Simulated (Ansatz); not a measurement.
C2H3N, SMILES `C#CN` (charge 0, multiplicity 1).

Cartesian coordinates (Å):
```xyz
6

C      1.4445     0.0116    -0.1768
C      0.2477     0.0026    -0.2865
N     -1.0825    -0.0070    -0.4741
H      2.5023     0.0196    -0.0785
H     -1.5630     0.8241    -0.1637
H     -1.5490    -0.8509    -0.1774
```
Charge 0, multiplicity 1.

Frozen-core energies in 6-31g from Ansatz (a first-principles code) at a geometry from PBE0-D3(BJ)/def2-TZVP; the HF reference has <S^2> = 0.00 and the T1 diagnostic is 0.012.

```json
[
 {"level": "HF", "energy (Ha)": "-131.79642"},
 {"level": "MP2", "energy (Ha)": "-132.07967"},
 {"level": "CCSD", "energy (Ha)": "-132.09947"},
 {"level": "CCSD(T)", "energy (Ha)": "-132.10798"}
]
```

Task: Estimate the energies of CCSDT, CCSDT(Q) and CCSDTQ, and give each level's difference from CCSDTQ.

Result: 
```
level     energy (Ha)  difference from CCSDTQ (mHa)
--------  -----------  ----------------------------
MP2        -132.07967                         29.73
CCSD       -132.09947                          9.93
CCSD(T)    -132.10798                          1.42
CCSDT      -132.10825                          1.15
CCSDT(Q)   -132.10951                         -0.11
CCSDTQ     -132.10940                          0.00
```
